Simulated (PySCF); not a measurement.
Two species compared at the same levels of theory.

First species: H₁₀NPSi₃.
InChI=1S/H10NPSi3/c1-5-2(3)4/h1,5H2,3-4H3

Second species: C₇H₇FO₃.
Numbering: `[CH2:1]=[CH:2][C@@:3]1([O:4][CH:5]=[O:6])[CH:7]=[CH:8][C@H:9]([F:10])[O:11]1` (hydrogens: H12, H13 on C1; H14 on C2; H15 on C5; H16 on C7; H17 on C8; H18 on C9)

Levels: PBE0/pcSseg-1 for dipole moment, HOMO energy, LUMO energy and HOMO–LUMO gap; GFN2-xTB for rotational constant A and rotational constant C. Geometries: GFN2-xTB. Each species is one conformer at its optimised geometry, gas phase, non-relativistic unless stated. Electronic properties by PySCF.

The conformers computed, where there is a choice (atom-mapped SMILES and torsion angles):
- `[NH2:1][SiH2:2][P:3]([SiH3:4])[SiH3:5]`: N1–Si2–P3–Si4 67°, H–N1–Si2–P3 34°, H–N1–Si2–P3 172°
- `[CH2:1]=[CH:2][C@@:3]1([O:4][CH:5]=[O:6])[CH:7]=[CH:8][C@H:9]([F:10])[O:11]1`: C1–C2–C3–O4 -54°, C2–C3–O4–C5 -52°, C3–O4–C5–O6 5°

Values for the first species:

| Item | Value |
| --- | --- |
| Dipole moment | 1.24 D |
| HOMO energy | -7.05 eV |
| LUMO energy | -0.14 eV |
| HOMO–LUMO gap | 6.91 eV |
| Rotational constant A | 2.161 GHz |
| Rotational constant C | 0.952 GHz |

(1) Estimate the same properties for the second species, and the change in each.

## Answers

(1) 
| property | first | second | second less first |
| --- | --- | --- | --- |
| dipole moment | 1.24 D | 3.68 D | +2.44 D |
| HOMO energy | -7.05 eV | -7.71 eV | -0.66 eV |
| LUMO energy | -0.14 eV | -1.03 eV | -0.89 eV |
| HOMO–LUMO gap | 6.91 eV | 6.68 eV | -0.23 eV |
| rotational constant A | 2.161 GHz | 1.860 GHz | -0.301 GHz |
| rotational constant C | 0.952 GHz | 0.771 GHz | -0.181 GHz |

On the first: The dipole equals about 4.1 × 10⁻³⁰ C·m (1 D = 3.33564 × 10⁻³⁰ C·m).

On the second: The dipole equals about 12.3 × 10⁻³⁰ C·m (1 D = 3.33564 × 10⁻³⁰ C·m).
